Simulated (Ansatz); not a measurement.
`[OH][GaH][S][SiH3]` + SiH₄ → `[SiH3][S][GaH][SiH3]` + H₂O  (formal exchange of groups at a Ga–O bond)

Computed with Ansatz on PBE0-D4/def2-TZVP structures; ΔE is electronic, products minus reactants. CBS: MP2 limit from def2 TZ/QZ plus the TZ coupled-cluster correction, frozen cores. This one scheme is used for every species. Functionals use def2-TZVPP. For Ga outer-core shells are correlated without core-valence functions, which leaves a few kJ/mol of doubt a bond. Scalar relativity is left out up to krypton. One conformer a species, not always the lowest.

CCSD(T)/CBS gives +40.2 kJ/mol.

(1) Another level gave +43.7 kJ/mol. Which?
A. B97M-V/def2-TZVPP
B. BHLYP/def2-TZVPP
C. SCS-MP2/def2-TZVPP
D. PBE/def2-TZVPP

Largest T1 diagnostic among the species: 0.014.

Results:

(1) A. B97M-V 43.7, PBE 31.3, BHLYP 51.2, SCS-MP2/def2-TZVPP 56.7 kJ/mol.

From BLYP to BHLYP (50 % exact exchange), in def2-TZVPP and without D4, ΔE moves by +4.5 kJ/mol. Leaving LDA and LC-ωPBE aside and taking each functional with its dispersion term where it has one, the values, not all of them listed here, spread over 22.0 kJ/mol, from PBE-D4 to CAM-B3LYP-D4. The D4 term adds −3.6 kJ/mol with B3LYP and −2.2 kJ/mol with PBE0; it sums over pairs of atoms, weighted by their polarisabilities, and B3LYP, whose exchange is more repulsive, gets the larger term.

CCSD(T)/CBS has its own doubt, a few kJ/mol and more with outer-core shells, so smaller differences from it don't rank the levels.

B3LYP here is the variant with VWN-RPA as its local correlation; programs differ in this.
